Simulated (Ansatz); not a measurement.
One change: `[OH][Mo]([F])([F])([F])=[S]` becomes `[OH][W]([F])([F])([F])=[S]`.

Ansatz, PBE0-D4/def2-TZVP geometries, multiplicity 1. Each molecule was computed in one conformer, which needn't be the lowest.

Elements past krypton have def2 core potentials.

```json
{"property": "HOMO energy (ωB97M-V/def2-TZVPP) / eV", "`[OH][Mo]([F])([F])([F])=[S]`": "-11.17"}
{"property": "LUMO energy (B3LYP/def2-TZVPP) / eV", "`[OH][Mo]([F])([F])([F])=[S]`": "-4.08"}
{"property": "HOMO–LUMO gap (B3LYP/def2-TZVPP) / eV", "`[OH][Mo]([F])([F])([F])=[S]`": "4.71"}
{"property": "LUMO energy (PBE0/def2-TZVPP) / eV", "`[OH][Mo]([F])([F])([F])=[S]`": "-3.86"}
{"property": "HOMO–LUMO gap (ωB97M-V/def2-TZVPP) / eV", "`[OH][Mo]([F])([F])([F])=[S]`": "9.55"}
{"property": "HOMO–LUMO gap (PBE/def2-TZVPP) / eV", "`[OH][Mo]([F])([F])([F])=[S]`": "3.12"}
```

**Question.** What does the change do to each property? (An estimate is asked.)

**Answer.** The calculation gave: 
```tsv
property	`[OH][W]([F])([F])([F])=[S]`	shift
HOMO energy (ωB97M-V/def2-TZVPP) / eV	-10.93	0.24
LUMO energy (B3LYP/def2-TZVPP) / eV	-3.69	0.39
HOMO–LUMO gap (B3LYP/def2-TZVPP) / eV	4.88	0.17
LUMO energy (PBE0/def2-TZVPP) / eV	-3.47	0.39
HOMO–LUMO gap (ωB97M-V/def2-TZVPP) / eV	9.73	0.18
HOMO–LUMO gap (PBE/def2-TZVPP) / eV	3.25	0.13
```

With PBE0 the HOMO rises by 0.22 eV and the LUMO rises by 0.39 eV, so the gap widens by about 0.17 eV. PBE moves the HOMO by 0.19 eV and ωB97M-V by 0.24 eV.

B3LYP here is the variant with VWN-RPA as its local correlation; programs differ in this.
